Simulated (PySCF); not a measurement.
Predicted microwave data (PBE0/def2-SVPD in PySCF (dipole) on a GFN2-xTB geometry, gas phase) for one isomer of C6H9N:

```
Rotational constants : A = 3984, B = 1767, C = 1301 MHz
Dipole components    : |μa| = 1.09 D, |μb| = 0.77 D, |μc| = 0.18 D
Inertial defect      : -24.50 u·Å²
κ                    : -0.65
```

Question: Which structure is it? (One computed conformer of each.)
A. `[CH2:1]=[CH:2][C@H:3]1[CH2:4][CH2:5][CH:6]=[N:7]1` with C1–C2–C3–C4 118°
B. `[CH2:1]=[CH:2][N:3]1[CH2:4][CH:5]=[CH:6][CH2:7]1` with C1–C2–N3–C4 -10°
C. `[H]/[N:7]=[CH:6]/[CH2:5][C@@H:3]([C:2]#[CH:1])[CH3:4]` with C2–C3–C5–C6 63°, C3–C5–C6–N7 123°
D. `[NH2:1][C@@H:2]1[CH:3]=[CH:4][C@H:5]2[CH2:6][C@@H:7]12` with H–N1–C2–C3 179° and 60°

Answer: C. It is [H]/N=C/C[C@H](C)C#C, an asymmetric top, point group C1. The candidates at the same level (rigid rotor, commonest isotopes):

```csv
SMILES,A (MHz),B (MHz),C (MHz),μa (D),μb (D),μc (D),Δ (u·Å²),point group,rotor
C=C[C@H]1CCC=N1,6322,1921,1644,1.16,1.86,0.36,-35.71,C1,asymmetric top
C=CN1CC=CC1,6782,2046,1609,1.81,0.34,0.12,-7.35,C1,asymmetric top
N[C@@H]1C=C[C@H]2C[C@@H]12,4818,2722,2083,0.97,0.97,0.68,-47.89,C1,asymmetric top
[H]/N=C/C[C@H](C)C#C,3984,1767,1301,1.09,0.77,0.18,-24.50,C1,asymmetric top
```

`C=C[C@H]1CCC=N1` has A 59 % too high; `N[C@@H]1C=C[C@H]2C[C@@H]12` has C 60 % too high; `C=CN1CC=CC1` has A 70 % too high. No structure here is proved a minimum.
